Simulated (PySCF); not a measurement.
Cartesian coordinates (Å):
SMILES: S[Si](S)(S)S
```xyz
9

S     -1.9824    -0.2048     0.7232
Si    -0.0033     0.0031     0.0026
S      0.6190     1.9891    -0.3817
S      0.0777    -1.0240    -1.8461
S      1.2725    -0.7480     1.5150
H     -1.7297     0.4262     1.8798
H     -0.2532     2.1702    -1.3847
H     -0.4263    -2.1619    -1.3453
H      2.3977    -0.4235     0.8607
```
Charge 0, multiplicity 1.

Problem. What total energy, HOMO and LUMO does PBE-D3(BJ)/def2-TZVP // ωB97X-D3(BJ)/def2-TZVP (PySCF) give?

Solution. 
| Item | Value |
|---|---|
| total energy | -1884.0403 Ha |
| HOMO | -6.38 eV |
| LUMO | -1.31 eV |
